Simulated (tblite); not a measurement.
Compound: C4H4F3OS (charge -1).
Atom-mapped SMILES: `[F:1][C:2]([F:3])([F:4])[O:5][C@@H:6]1[CH2:7][C@@H:8]1[S-:9]` (hydrogens: H10 on C6; H11, H12 on C7; H13 on C8)

Structure optimised with GFN2-xTB, isolated species.

Q: What internal coordinates does the optimisation give?

A: 
| bond | length (pm) |
| --- | --- |
| F1–C2, C2–F3 | 133.7 |
| C2–F4 | 138.5 |
| C2–O5 | 129.4 |
| O5–C6 | 144.3 |
| C6–C7 | 149.6 |
| C7–C8 | 151.5 |
| C8–S9 | 175.4 |
| C6–C8 | 151.2 |
| C6–H10 | 108.8 |
| C7–H11 | 107.9 |
| C7–H12 | 108.3 |
| C8–H13 | 109.2 |

Bonds in one row agree within 1 pm and their mean is given. A selection of angles:
| angle | degrees |
| --- | --- |
| F1–C2–F3 | 107.0 |
| F1–C2–F4 | 103.0 |
| F1–C2–O5 | 118.2 |
| F3–C2–O5 | 110.8 |
| F4–C2–O5 | 112.7 |
| C2–O5–C6 | 114.6 |
| O5–C6–C7 | 115.4 |
| O5–C6–C8 | 120.9 |
| C7–C6–C8 | 60.5 |
| C6–C7–C8 | 60.3 |
| C7–C8–S9 | 121.6 |
| C6–C8–C7 | 59.2 |
| C6–C8–S9 | 123.5 |

Torsions: F1–C2–O5–C6 -47° (synclinal); C2–O5–C6–C7 171° (antiperiplanar); O5–C6–C7–C8 -113° (anticlinal); C6–C7–C8–S9 113° (anticlinal); O5–C6–C8–C7 104° (anticlinal).

The C–F distances run from 1.335 Å (F1–C2, drawn single) to 1.385 Å (C2–F4, drawn single), a spread of 0.050 Å. Of the pairs four or more bonds apart, F4···H10 is among the closest relative to their van der Waals radii: 2.57 Å, 96 % of the sum of Bondi's values. The 2 C–O bonds span 1.294 Å (C2–O5, drawn single) to 1.443 Å (O5–C6, drawn single), a spread of 0.149 Å. The 3-membered ring C6–C7–C8 has internal angles of 59.2° to 60.5°.

Point group: C1 (no symmetry element, even within 0.4 Å). Its GFN2-xTB frequencies are all real (lowest 40 cm⁻¹).

Time: 0.33 s. Hardware: Arm Neoverse V1, one thread, no GPU, shared host with 32 logical CPUs at a one-minute load of 24. That covers the optimisation of the geometry.

One conformer stands for the species.

These are computed values.
